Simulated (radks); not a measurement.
Removal energies from the gold ion Au2+, [Xe] 4f14 5d9, by Delta-SCF beside the eigenvalue of the level emptied. All-electron calculation, scalar-relativistic Kohn-Sham, LDA (Slater exchange, Perdew-Wang correlation), spin-polarised, spherical densities, finite nucleus; Fermi nuclear charge, rms radius of each element as measured or else 0.836 A^(1/3) + 0.57 fm. Program: a radial shooting solver on a logarithmic mesh with Libxc functionals. Open shells are filled with parallel spins first.

removed from	final configuration	Delta-SCF (eV)	-eigenvalue (eV)
5d	[Xe] 4f14 5d8	33.680	27.323
5p	[Kr] 4d10 4f14 5s2 5p5 5d9	88.948	81.327
4f	[Xe] 4f13 5d9	116.34	103.30
5s	[Kr] 4d10 4f14 5s1 5p6 5d9	138.38	130.13
